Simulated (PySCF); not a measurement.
Input file for PySCF: D3(BJ) and D4 dispersion corrections on C2H7BO (SMILES CBOC), a point of a torsion scan.

```python
from pyscf import gto
from pyscf.dispersion import dftd3, dftd4

mol = gto.M(
    atom='''
    C    -1.40808012    0.34629684    0.12068294
    B    -0.44245072   -0.91653859    0.03542038
    O    -0.54607290   -1.99360396    0.80917059
    C    -1.52438617   -2.17674962    1.80518975
    H    -1.10713395    0.98860065    0.94856289
    H    -2.44555885    0.06944678    0.29967970
    H    -1.37535087    0.95544599   -0.77782648
    H     0.45237168   -0.96693307   -0.72409692
    H    -2.50029233   -2.36702128    1.35051361
    H    -1.60249737   -1.29957302    2.45187470
    H    -1.23395178   -3.04271186    2.40234759
    ''',
    basis='def2-svp',
    charge=0, spin=0, verbose=0, max_memory=1800)
d3, d4 = {}, {}
for xc in ['hf', 'pbe', 'blyp', 'revpbe', 'tpss', 'r2scan', 'b3lyp', 'pbe0', 'bhlyp', 'camb3lyp', 'b2plyp']:
    d3[xc] = float(dftd3.DFTD3Dispersion(mol, xc=xc, version='d3bj', atm=False).get_dispersion()['energy'])
    print(f'D3(BJ) {xc:10s} {d3[xc]:14.8f} Eh')
for xc in ['hf', 'pbe', 'blyp', 'revpbe', 'tpss', 'r2scan', 'b3lyp', 'pbe0', 'bhlyp', 'camb3lyp', 'b2plyp']:
    d4[xc] = float(dftd4.DFTD4Dispersion(mol, xc={'camb3lyp': 'cam-b3lyp'}.get(xc, xc), atm=True).get_dispersion()['energy'])
    print(f'D4     {xc:10s} {d4[xc]:14.8f} Eh')
```

Program output:

```
D3(BJ) hf            -0.04995639 Eh
D3(BJ) pbe           -0.00621851 Eh
D3(BJ) blyp          -0.01280697 Eh
D3(BJ) revpbe        -0.01619304 Eh
D3(BJ) tpss          -0.00766995 Eh
D3(BJ) r2scan        -0.00171839 Eh
D3(BJ) b3lyp         -0.01039178 Eh
D3(BJ) pbe0          -0.00522672 Eh
D3(BJ) bhlyp         -0.00785115 Eh
D3(BJ) camb3lyp      -0.00449321 Eh
D3(BJ) b2plyp        -0.00464177 Eh
D4     hf            -0.02226747 Eh
D4     pbe           -0.00575698 Eh
D4     blyp          -0.01299450 Eh
D4     revpbe        -0.02039142 Eh
D4     tpss          -0.00779941 Eh
D4     r2scan        -0.00145515 Eh
D4     b3lyp         -0.00916717 Eh
D4     pbe0          -0.00479460 Eh
D4     bhlyp         -0.00624468 Eh
D4     camb3lyp      -0.00475465 Eh
D4     b2plyp        -0.00401294 Eh
```

The run finished.

Cost: around 0.04 core-seconds (rough).
